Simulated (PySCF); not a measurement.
Compound: C₅H₆FO₂S (doublet state).
Cartesian coordinates in Å at the GFN2-xTB level; atoms count from 1:
```xyz
15
C5H6FO2S angstrom
O     -0.013   -0.130   -2.373
S     -0.709   -0.570   -1.194
O     -1.409   -1.821   -1.258
C     -1.820    0.782   -0.468
C     -1.447    0.878    0.747
C     -0.385    0.091    1.384
C      0.446   -0.565    0.271
C      1.655    0.251   -0.130
F      2.567    0.287    0.899
H     -2.553    1.240   -1.090
H      0.253    0.720    2.011
H     -0.844   -0.663    2.028
H      0.719   -1.595    0.494
H      2.160   -0.184   -0.996
H      1.375    1.287   -0.347
```

The hyperfine couplings belong to this conformer and change with its torsions.

As a line formula: `O=S1(=O)C=[C]C[C@@H]1CF` [radical].

Computed with PySCF, UKS B3LYP, pcH-1 on C F H O S, non-relativistic, mean-field spin-orbit, GIAO. Geometry: GFN2-xTB, one conformer, isolated molecule. A GFN2-xTB geometry isn't a minimum of the functional, and hyperfine couplings can be far from their values at a DFT geometry. Stability of the SCF solution: not tested.

Problem. What is the g tensor, term by term?

Solution. 
| Δg (ppm) | 1 | 2 | 3 |
| --- | --- | --- | --- |
| relativistic mass correction | -196 | -196 | -196 |
| gauge correction | -6 | 7 | 30 |
| orbital Zeeman/spin–orbit | -1370 | -32 | 1643 |
| total | -1572 | -220 | 1477 |

So g = 2.00075, 2.00210, 2.00380 and g_iso = 2.00221; the tensor is rhombic: the two nearest values differ by 44 % of g3 − g1. Axes: g2 points within 13° of the S2–C4 bond and g3 points within 14° of the C4–C5 bond.

Problem. What effective moment and Curie constant follow for a powder?

Solution. With the mean of g² = 4.0089 and S(S+1) = 0.75: μ_eff = √(⟨g²⟩S(S+1)) = 1.734 μB and χT = 0.12505·⟨g²⟩·S(S+1) = 0.376 cm³ K/mol (cgs; spin-Hamiltonian part alone).

Problem. At 33.893 GHz, how far is the centre of the isotropic spectrum from where a free electron (g = 2.002319) resonates?

Solution. B = hν/(g μB) with μB/h = 13.99624 MHz/mT gives 1209.39 mT for the free electron and 1209.45 mT at g_iso, 0.06 mT higher.

Problem. In a frozen sample, at which fields do the three g values resonate at 9.5, 34, 94 and 263 GHz (hyperfine left aside), and which band first spreads them over more than twice a line width of 0.5 mT?

Solution. 
```json
{"band": "X", "GHz": "9.5", "B(g3) mT": "338.73", "B(g2) mT": "339.02", "B(g1) mT": "339.25", "spread mT": "0.52"}
{"band": "Q", "GHz": "34.0", "B(g3) mT": "1212.31", "B(g2) mT": "1213.34", "B(g1) mT": "1214.16", "spread mT": "1.85"}
{"band": "W", "GHz": "94.0", "B(g3) mT": "3351.68", "B(g2) mT": "3354.52", "B(g1) mT": "3356.79", "spread mT": "5.11"}
{"band": "J", "GHz": "263.0", "B(g3) mT": "9377.58", "B(g2) mT": "9385.53", "B(g1) mT": "9391.87", "spread mT": "14.29"}
```

The spread grows in proportion to the frequency. Q band is the first where it exceeds 1.0 mT.

Largest spin populations (Mulliken): C5 (+0.89), C4 (-0.14), C7 (+0.08) and S2 (+0.07). No atom but C5 exceeds +0.15. The positive populations add up to 1.18 and the negative ones to -0.18, together 2S = 1.

The HOMO–LUMO gaps are 6.20 eV among the α and 4.54 eV among the β orbitals.
